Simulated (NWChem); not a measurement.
# CH$_{3}$CdClS; SMILES [S]([Cd][Cl])C

```xyz
7

Cd     0.0684    -0.6871     0.0000
Cl     0.2337    -2.9725     0.0000
S     -0.0709     1.6468     0.0000
C     -1.8744     1.9468     0.0000
H     -2.3654     1.5493    -0.8988
H     -1.9954     3.0395     0.0000
H     -2.3654     1.5493     0.8988
```
Atoms are numbered in this order, from 1.

Level: PBE0/def2-SVP with def2 effective core potentials on Cd (NWChem), optimised geometry, unscaled harmonic frequencies. def2 effective core potentials on Cd; no spin-orbit coupling.

Problem. List the harmonic frequencies with IR intensities, and the thermochemistry.

Solution. 
```csv
frequency (cm⁻¹),IR intensity (km/mol)
67,5.2
83,8.3
136,2.3
170,3.0
325,0.4
414,57.6
722,3.1
958,6.3
970,11.2
1336,17.0
1452,8.3
1455,10.1
3069,21.1
3179,1.6
3182,2.8
```

The zero-point energy is 25.0 kcal/mol, the thermal correction to the enthalpy at 298.15 K (with zero-point energy) is 29.7 kcal/mol and the heat capacity Cv comes out as 18.7 cal/(mol K). The entropy at 298.15 K and 1 atm (symmetry number 1) is 85.3 cal/(mol K).

Rigid rotor and harmonic oscillator; modes under 100 cm⁻¹ make the entropy uncertain.
